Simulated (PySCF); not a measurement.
# Static response to an electric field

(HBe-mu-H)2.
Geometry (PBE0-D3(BJ)/def2-SVP, Å), atoms numbered from 1 in this order:
```
atom  x, y, z in Å
Be1   -0.462    0.898    0.084
H2    -1.065    2.086    0.204
H3    -0.958   -0.499    0.080
Be4    0.463   -0.897   -0.087
H5     1.064   -2.088   -0.194
H6     0.958    0.500   -0.086
```

Level: B3LYP/def2-SVPD (PySCF), static field, nuclei fixed, core orbitals frozen in the response. The polarisability tensor in these axes (au):

```
x   36.91 -3.63 -0.69
y   -3.63 42.11  0.80
z   -0.69  0.80 31.95
```

Q: What are the eigenvalues, a third of the trace, and Δα (Δα² = ½Σ(αi − αj)² over the three pairs)?

A: Principal values 31.84, 35.07 and 44.06 au; mean 36.99 au = 5.48 Å³ = 6.10 × 10⁻⁴⁰ C²·m²/J; Δα = 10.97 au (30 % of the mean).

Q: What is the dipole moment?

A: 0.02 D; point group D2h allows none, and the residue is numerical.

Q: Refractivity n − 1 of an ideal gas of it at 350 K and 1 atm, from the electronic α?

A: N = p/kT = 2.0968 × 10¹⁹ cm⁻³, so n − 1 = 2π × N × 5.48 × 10⁻²⁴ cm³ = 722 × 10⁻⁶ at long wavelengths.

Q: Rayleigh depolarisation ratio (linearly polarised light, static tensor)?

A: ρ = 3Δα²/(45ᾱ² + 4Δα²) = 361.0/(61574 + 481.3) = 0.00582.

Q: Directions of the eigenvectors, and the extent of the frame along each?

A: Largest value along (-0.46, 0.89, 0.08), where the nuclei span 4.70 Å; middle along (0.88, 0.46, -0.08), 2.17 Å; least along (0.11, -0.04, 0.99), 0.01 Å. The response follows the extents in order.

Q: What molar refraction does this α imply?

A: Lorentz–Lorenz: R = (4π/3)N_A α = 2.5225 cm³/(mol·Å³) × 5.48 Å³ = 13.8 cm³/mol, in the limit of long wavelengths.

Geometry: PBE0-D3(BJ)/def2-SVP; no solvent, vibrations or thermal averaging.
